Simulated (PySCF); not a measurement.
Isomers of [C5H9O3]- (charge -1), one GFN2-xTB conformer each. Single-point energies are computed at PBE0/pcSseg-1 (PySCF, gas phase, no added dispersion term), electronic only.

Question: Rank them by PBE0/pcSseg-1 energy, lowest first (kJ/mol).
A. `[CH3:1][O:2][C@@H:3]([CH3:4])[CH2:5][C:6](=[O:7])[O-:8]` (charge -1) with C1–O2–C3–C4 164°, O2–C3–C5–C6 166°, C3–C5–C6–O7 -45°
B. `[CH3:1][CH2:2][O:3][C@H:4]([CH3:5])[C:6](=[O:7])[O-:8]` (charge -1) with C1–C2–O3–C4 -98°, C2–O3–C4–C5 158°, O3–C4–C6–O7 -112°

Answer: B (0.0), A (2.9).

Neighbours under 21 kJ/mol apart (CCO[C@H](C)C(=O)[O-] and CO[C@@H](C)CC(=O)[O-]) can change places with a better method, another conformer or zero-point energy. GFN2-xTB itself gives, in the same order: 0.9, 0.0. GFN2-xTB puts CO[C@@H](C)CC(=O)[O-] lowest instead.

Q: As an exercise, what shares would exp(−E/RT) give at 298.15 K from these electronic energies alone (no entropy, no degeneracies)?

A: RT = 2.479 kJ/mol: CCO[C@H](C)C(=O)[O-] 76.0 %, CO[C@@H](C)CC(=O)[O-] 24.0 %.
